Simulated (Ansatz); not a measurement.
Stepwise reaction of `C#C[Si](F)(Cl)Cl` with hydrogen, as a gas-phase model of exchange steps in deposition or etching. ΔE in kJ/mol; ΔG adds harmonic PBE0-D4 terms to CCSD(T)/CBS, at 1 bar.

Calculated with Ansatz (gas phase, PBE0-D4/def2-TZVP geometries, no zero-point term in ΔE). CCSD(T)/CBS is the MP2 limit (def2-TZVPP, def2-QZVPP) plus CCSD(T) − MP2 in def2-TZVPP, frozen cores. This one scheme is used for every species. Functionals use def2-TZVPP. B3LYP here is the variant with VWN-RPA as its local correlation; programs differ in this.

```csv
step,reaction,PBE-D4,B3LYP-D4,ωB97M-V,CCSD(T)/CBS,ΔG(500 K)
1,`C#C[Si](F)(Cl)Cl` + H₂ → `C#C[SiH](F)Cl` + HCl,80.8,78.4,80.1,78.1,71.3
2,`C#C[SiH](F)Cl` + H₂ → `C#C[SiH2]F` + HCl,86.0,83.9,86.0,84.7,78.1
```

Problem. By hand: ΔE of the 2 steps together at CCSD(T)/CBS.

Solution. (78.1) + (84.7) = 162.8 kJ/mol, or 81.4 kJ/mol a step.

In ΔE each step is higher than the one before. All are uphill at CCSD(T)/CBS. ΔG lies between 71.3 and 78.1 kJ/mol a step. PBE-D4 differs from CCSD(T)/CBS by 1.3 to 2.7 kJ/mol a step. Isolated molecules leave out the surface, adducts and barriers. Largest T1 diagnostic: 0.012.
